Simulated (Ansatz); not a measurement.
`[NH2][Cd][NH2]` + H₂S → `[NH2][Cd][SH]` + NH₃  (ligand exchange at a Cd–N bond)

Gas-phase electronic energies from Ansatz, PBE0-D4/def2-TZVP geometries. CBS: MP2 limit from def2 TZ/QZ plus the TZ coupled-cluster correction, frozen cores. This one scheme is used for every species. DFT in def2-TZVPP. HSE06 is defined as in plane-wave codes. Elements past krypton have def2 core potentials. For Cd outer-core shells are correlated without core-valence functions, which leaves a few kJ/mol of doubt a bond. One conformer a species, not always the lowest.

CCSD(T)/CBS gives -104.5 kJ/mol.

(1) Another level gave -108.6 kJ/mol. Which?
A. BLYP-D4/def2-TZVPP
B. HSE06-D4/def2-TZVPP
C. RPA@PBE/def2-TZVPP
D. CAM-B3LYP-D4/def2-TZVPP

(2) What do rigid-rotor, harmonic-oscillator terms from PBE0-D4/def2-TZVP frequencies (298.15 K, 1 bar) make of the CCSD(T)/CBS value? (An estimate is asked.)

Largest T1 diagnostic among the species: 0.014.

Results:

(1) B. HSE06-D4 -108.6, RPA@PBE/def2-TZVPP -89.8, CAM-B3LYP-D4 -100.3, BLYP-D4 -96.1 kJ/mol.

(2) Computed: ΔZPE = +8.6 kJ/mol, ΔH = -95.3 kJ/mol, ΔS = 4 J/(mol·K), ΔG = -96.6 kJ/mol.

From BLYP to BHLYP (50 % exact exchange), in def2-TZVPP and without D4, ΔE moves by −13.7 kJ/mol. In def2-TZVPP, CCSD(T) changes the Hartree–Fock value by +21.0 kJ/mol (the triples alone add +1.8 kJ/mol) and MP2 by +20.2 kJ/mol. At CCSD(T), def2-SVP lies +6.4 kJ/mol from the extrapolated value and def2-TZVPP +6.5 kJ/mol.
